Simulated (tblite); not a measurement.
Compound: C5H12SSi.
Cartesian coordinates in Å at the GFN2-xTB level; atoms count from 1:
```xyz
19
C5H12SSi angstrom
C      1.2525   -1.4672    0.1221
C      0.6952   -0.1325   -0.3640
C      1.7349    0.9716   -0.1718
C     -0.5966    0.2009    0.3814
C     -1.3197    1.4565   -0.1266
S     -3.0768    0.9071   -0.1728
Si    -2.0943   -0.9704    0.1851
H      2.1689   -1.7133   -0.4092
H      0.5341   -2.2689   -0.0380
H      1.4769   -1.4166    1.1858
H      0.4712   -0.2154   -1.4344
H      1.3551    1.9290   -0.5209
H      1.9926    1.0691    0.8812
H      2.6422    0.7403   -0.7259
H     -0.3512    0.3360    1.4399
H     -1.0294    1.7269   -1.1404
H     -1.2308    2.3296    0.5163
H     -2.5506   -1.6544    1.3855
H     -2.0838   -1.8189   -1.0008
```

Computed with GFN2-xTB (tblite): harmonic, unscaled wavenumbers at the GFN2-xTB geometry, gas phase. Errors from tens to a few hundred cm⁻¹ against measured bands are possible. Modes of hydrogen on silicon can be 10 to 20 % off. One conformer, not necessarily the lowest.

Harmonic wavenumbers (cm⁻¹): 66.5, 89.1, 156.7, 203.6, 224.5, 279.5, 305.8, 367.8, 416.9, 461.0, 481.6, 507.0, 526.5, 627.9, 710.1, 746.0, 766.0, 868.0, 916.4, 948.6, 971.7, 991.4, 1046.8, 1080.7, 1115.2, 1157.5, 1185.4, 1215.7, 1218.8, 1268.5, 1321.3, 1349.6, 1409.7, 1422.9, 1466.2, 1495.6, 1498.1, 1506.6, 1508.5, 2298.6, 2329.3, 2916.7, 2924.6, 2992.3, 3005.7, 3021.7, 3025.1, 3029.4, 3029.6, 3038.2, 3040.3.

A = 3243, B = 1162, C = 902.5 MHz; mass 132.043 u (most abundant isotopes); point group C1, symmetry number 1.

Question: What is the zero-point energy?

Answer: ½Σν̃ = 34276 cm⁻¹ = 98.00 kcal/mol.

Question: Entropy at 200 K, 1 bar (ideal gas, RRHO, classical rotation)?

Answer: Translation 38.59, rotation 27.75, vibration 15.02: S = 81.4 cal/(mol K).

Question: And Cp and H(200 K) − H(0)?

Answer: Cp = 27.02 cal/(mol K), of which vibrations give 19.07 (their classical limit is 51 R = 101.3); H(200 K) − H(0) = 3.35 kcal/mol without the zero-point energy, 1.76 from vibrations.

Question: Which modes carry the vibrational entropy at 200 K?

Answer: 66.5 cm⁻¹: 3.47; 89.1 cm⁻¹: 2.90; 156.7 cm⁻¹: 1.85; 203.6 cm⁻¹: 1.40; 224.5 cm⁻¹: 1.24; 279.5 cm⁻¹: 0.90 cal/(mol K); the other 45 give 3.26 together.

Question: How do the functions run with temperature in this model?

Answer: 
```csv
T (K),S (cal/(mol K)),Cp (cal/(mol K)),H − H(0) (kcal/mol),G − H(0) (kcal/mol),ln q(vib)
100,66.6,16.7,1.16,-5.50,1.06
300,94.2,37.2,6.56,-21.71,5.41
500,117.7,55.3,15.90,-42.95,10.18
800,147.9,73.2,35.41,-82.94,17.25
1000,165.2,81.2,50.89,-114.29,21.69
```

q(vib) and H(0) count from the zero-point level.

Question: Blend soft modes into free rotors: weight 1/[1 + (100 cm⁻¹/ν̃)⁴] for the oscillator and the rest for a rotor with moment μB/(μ + B), μ = h/(8π²ν), B = 10⁻⁴⁴ kg m². What vibrational entropy results?

Answer: 14.40 cal/(mol K) in place of 15.02, which changes −T·S at 200 K by +0.13 kcal/mol.

Question: What must be added to the electronic energy to get the Gibbs energy at 200 K and 1 bar?

Answer: ZPE + [H(200 K) − H(0)] − T·S = 98.00 + 3.35 − 16.27 = 85.08 kcal/mol.

Hindered rotation and anharmonicity are outside this model. Other conformers, if any are populated, would add a mixing term that is left out. The structure is chiral; the term R ln 2 for an equal mix with its mirror image is left out.
